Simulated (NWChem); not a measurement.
System: silicon monosulfide (SiS, singlet); SMILES [Si]=S

Here is an NWChem input.

```
start job
memory heap 200 mb stack 900 mb global 1100 mb
geometry units angstroms noautosym nocenter noautoz
  Si     0.000000     0.000000     1.031651
  S      0.000000     0.000000    -0.898310
end
basis spherical
  * library 6-31+g*
end
dft
  xc b3lyp
  iterations 150
  vectors input atomic output neutral.movecs
end
task dft energy
charge 1
dft
  odft
  mult 2
  vectors input atomic output cation.movecs
end
task dft energy
charge -1
dft
  odft
  mult 2
  vectors input atomic output anion.movecs
end
task dft energy
```

Low-valent species are run as closed-shell singlets; no triplet was tried in these runs. Geometry: optimised at PBE0-D3(BJ)/def2-TZVP.

Ions are spin-unrestricted doublets at the neutral geometry; other ion states weren't tried.

Q: Give the results of this calculation. (B3LYP/6-31+G* (spherical d), vertical spin-unrestricted ions.) Quantities: vertical ionisation energy, ΔSCF (eV); −ε(HOMO) (eV).

A: The vertical ionisation energy, ΔSCF (eV) is 10.51 and the −ε(HOMO) (eV) comes out as 7.90.
